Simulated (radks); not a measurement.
Task: These are the eigenvalues of the occupied orbitals of an atom or ion with whole-number occupations (hartree). Calculated with a radial shooting solver on a logarithmic mesh with Libxc functionals: Dirac Kohn-Sham, PBE, spin-unpolarised, spherical densities, finite nucleus; Fermi nuclear charge, rms radius of each element as measured or else 0.836 A^(1/3) + 0.57 fm.

| orbital | eigenvalue |
|---|---|
| 1s1/2 | -3142.699 |
| 2s1/2 | -561.6712 |
| 2p1/2 | -539.4761 |
| 2p3/2 | -463.5730 |
| 3s1/2 | -136.3993 |
| 3p1/2 | -126.3446 |
| 3p3/2 | -109.4689 |
| 3d3/2 | -92.80697 |
| 3d5/2 | -89.20235 |
| 4s1/2 | -32.82429 |
| 4p1/2 | -28.48285 |
| 4p3/2 | -24.37841 |
| 4d3/2 | -17.27574 |
| 4d5/2 | -16.50947 |
| 5s1/2 | -7.80260 |
| 4f5/2 | -7.33873 |
| 4f7/2 | -7.16910 |
| 5p1/2 | -6.32420 |
| 5p3/2 | -5.54840 |
| 5d3/2 | -3.44330 |
| 5d5/2 | -3.34087 |

Which element is it, and in what charge state? The configuration may be excited.

Result: Z = 81, thallium, charge +6: Tl6+ in [Xe] 4f14 5d(3/2: 4, 5/2: 3). The list shows which subshells hold electrons but not how many an open one holds; the 1s level, -3142.7 hartree, gives Z - s = 79.3 by -(Z - s)^2/2, which with screening and relativity narrows Z to a few neighbours, and the depths of the outer levels then fix element, charge and occupations together.
